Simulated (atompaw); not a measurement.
Scattering properties, PAW (atompaw) potential for iodine (I)

atompaw 4.2.0.5 input, output lines left out:

```
I 53
GGA-PBE scalarrelativistic loggrid 1500 logderivrange -6 5 276
5 5 4 0 0 0
5 0 1.5
5 1 5.5
0 0 0
c
c
c
c
v
c
c
c
v
c
v
2
1.80 1.55 1.55 1.20
y
0.7
n
y
0.4
n
y
0.8
n
custom rrkj gramschmidtortho sinc
bessel
1.80
1.80
1.65
1.65
1.50
1.50
```

The phase is arctan(r·u′/u) with u = r·R(r), unwrapped; energies in Ry, scanned from -6 to 5 Ry. A pole is an energy at which the radial function vanishes at the test radius. The pseudo phase is shifted by a multiple of π to meet the all-electron one at the reference energy, and phase errors are pseudo minus all-electron; the curves can meet again beyond the range given. Levels narrower than the energy grid can be missing from the lists of poles.

Q: For each channel, where are the poles, and over which energies does the pseudopotential scatter like the atom?

A:

```tsv
channel	radius (bohr)	reference energy (Ry)	poles, all-electron	poles, pseudo	unbroken range about the reference energy with phases within 0.05 rad	phase error 1 Ry above the reference energy (rad)
s	1.81	-1.31	3.70	3.66	the whole range	-0.000
p	1.81	-0.54	none	-0.70	above -0.7	-0.000
d	1.81	-3.74	-3.40	-3.40	the whole range	-0.000
```

Note: ghost state, extra bound levels that the all-electron valence spectrum of the same l lacks: p at -9.3 eV. A true bound ghost makes a file unfit for plane-wave use.

Phases in the s channel:

| E (Ry) | all-electron | pseudo |
| --- | --- | --- |
| -6.00 | 1.265 | 1.264 |
| -5.52 | 1.241 | 1.240 |
| -5.04 | 1.212 | 1.211 |
| -4.56 | 1.174 | 1.173 |
| -4.08 | 1.124 | 1.123 |
| -3.60 | 1.055 | 1.054 |
| -3.12 | 0.955 | 0.955 |
| -2.64 | 0.799 | 0.798 |
| -2.16 | 0.539 | 0.539 |
| -1.68 | 0.114 | 0.114 |
| -1.20 | -0.413 | -0.413 |
| -0.72 | -0.825 | -0.825 |
| -0.24 | -1.075 | -1.075 |
| 0.24 | -1.227 | -1.227 |
| 0.72 | -1.326 | -1.326 |
| 1.20 | -1.394 | -1.394 |
| 1.68 | -1.445 | -1.445 |
| 2.16 | -1.484 | -1.485 |
| 2.64 | -1.516 | -1.517 |
| 3.12 | -1.543 | -1.544 |
| 3.60 | -1.567 | -1.568 |
| 4.08 | -1.587 | -1.590 |
| 4.56 | -1.606 | -1.610 |
